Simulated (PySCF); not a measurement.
Al(I)(Me)(OH) (CH₄AlIO), SMILES [CH3][Al]([OH])[I].

Geometry: B3LYP-D3(BJ)/def2-SVP. The def2 effective core potentials stand for the cores of I; spin–orbit coupling is left out. Other conformers were not sampled.

Calculation: PySCF with CAM-B3LYP/def2-TZVP.

The molecule is in vacuum.

```yaml
total_energy: -656.02749 hartree
point_group: Cs
highest_occupied_level: -8.88 eV
lowest_empty_level: 0.32 eV
orbital_gap: 9.19 eV
dipole_moment: 0.75 D
quadrupole, principal values (traceless, Buckingham form, about the centre of nuclear charge): -6.62, 2.37, 4.25 D·Å
mean_static_polarisability: 71.1 bohr³ (10.54 Å³)
polarisability_principal_values: 56.1, 67.1, 90.3 bohr³
```
